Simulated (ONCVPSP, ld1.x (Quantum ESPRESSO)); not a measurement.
# Potentials for carbon (C) compared

Generated with ld1.x 7.5 (TM, RRKJ, ultrasoft, PAW), atompaw 4.2 or ONCVPSP 4.0.1. The cutoff is in Ry: for ld1.x and atompaw files where the sum of valence levels is converged to 10 mRy in a Bessel basis, for ONCV files where the hardest occupied wave has 1 mHa per electron of residual kinetic energy. The error is the largest all-electron minus pseudo excitation energy over each file’s own four to seven test configurations (ionisations up to +4, promotions, holes and added fractions of an electron), all of which were solved. The labels leave out finer settings (local radius, basis sizes, second energies), which also bear on the numbers. Spin-polarised tests are not counted. The rows are a selection from randomly drawn settings: files with unsolved tests, undetermined cutoffs or missed reference levels are left out.

| potential | cutoff (Ry) | largest error (meV) | bound ghosts |
| --- | --- | --- | --- |
| ONCV, PBE, scalar-relativistic, rc 1.20/2.95/2.70 (spd), local smoothed, core correction no, reference 2s2 2p1, qcut 4.2/5.4/3.5, projectors 2/1/2 | 226 | +936 | none |
| ONCV, PBEsol, non-relativistic, rc 1.20/0.95/1.05 (spd), local smoothed, core correction yes, reference 2s1, qcut 4.5/7.1/9.7, projectors 1/2/2 | 190 | +362 | none |
| ONCV, BLYP, fully relativistic, rc 1.15/2.30 (sp), local s, core correction yes, reference 2s2 2p0.5, qcut 6.7/4.7, projectors 0/2 | 38 | +343 | none |
| TM, PBE, scalar-relativistic, rc 1.30/2.00 (sp), local smoothed, core correction yes, reference 2s2 2p2 | 35 | +530 | none |
| ONCV, BLYP, scalar-relativistic, rc 1.10/0.95 (sp), local smoothed, core correction no, reference 2s2, qcut 4.9/9, projectors 2/2 | 143 | +414 | none |
| TM, PBE, non-relativistic, rc 1.00/1.80 (sp), local smoothed, core correction yes, reference 2s2 2p2 | 40 | +471 | none |

Fill in the row for C: TM, PBEsol, scalar-relativistic, rc 1.20/2.35 (sp), local s, core correction yes, reference 2s2 2p1.

cutoff 35 Ry, largest error +529 meV, bound ghosts: none.
